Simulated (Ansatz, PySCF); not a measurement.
Pair of molecules: N2 (SMILES N#N) (first 2 atoms) with H4OSi (SMILES O[SiH3]); geometry from B3LYP-D3(BJ)/def2-TZVP, rigid monomers moved along the line of their centres of mass till N2···H5 is 2.57 Å.
(charge 0, multiplicity 1):
```xyz
8

N      0.50565     0.47640    -1.19338
N      0.49268     0.56277    -0.10673
O      0.35118     0.69568     3.41151
Si    -0.41186    -0.59478     4.09953
H      0.42781     0.71990     2.45365
H     -1.81887    -0.71142     3.63925
H     -0.38236    -0.36104     5.55694
H      0.27486    -1.87287     3.78333
```

Interaction energies are E(AB) − E(A) − E(B) at the monomers' geometry in the complex; basis-set methods are counterpoise corrected. Rows marked so take none.

Frozen-core correlation. Rows in 3-21G, 6-31G* carry no dispersion term and start afresh at each structure (6-31G* with six Cartesian d functions). MP2/6-31G* freezes PySCF's default core.

Programs: Ansatz (Gaussian basis) for Hartree–Fock, density functionals and correlated methods; PySCF for 3-21G rows, 6-31G* rows, the dispersion terms. Values without a source in brackets are computed.

| level | interaction energy (kJ/mol) |
|---|---|
| HF/3-21G (no counterpoise) | -9.9 |
| HF/aug-cc-pV(D+d)Z | -2.4 |
| PBE-D4/def2-TZVPPD | -6.4 |
| r2SCAN-D4/def2-TZVPPD | -5.3 |
| B3LYP-D4/def2-TZVPPD | -5.2 |
| PBE0-D3(BJ)/def2-TZVPPD | -6.4 |
| M06-2X/6-31G* (no counterpoise) | (withheld) |
| MP2/6-31G* | -5.9 |
| MP2/aug-cc-pV(D+d)Z | -5.8 |

Problem. Fill in the missing entries.

Solution. 
- M06-2X/6-31G* (no counterpoise), interaction energy (kJ/mol): -6.9

Ansatz is an electronic-structure program.
